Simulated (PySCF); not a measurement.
BH3O, SMILES BO.

Coordinates come from a PBE0-D3(BJ)/def2-TZVP optimisation.

Method: M06-2X/def2-TZVPD (PySCF).

Gas-phase values at a fixed geometry.

Task: Estimate the frontier levels, gap, dipole moment and polarisability. (The exact figures need the calculation; the answer reports its results.)

Result: 
- highest occupied level = -10.29 eV
- lowest empty level = 0.08 eV
- orbital gap = 10.37 eV
- dipole moment = 1.52 D
- quadrupole, principal values (traceless, Buckingham form, about the centre of nuclear charge) = -3.26, 0.34, 2.92 D·Å
- mean static polarisability = 20.8 bohr³ (3.08 Å³)
- polarisability, principal values = 17.1, 21.4, 23.9 bohr³
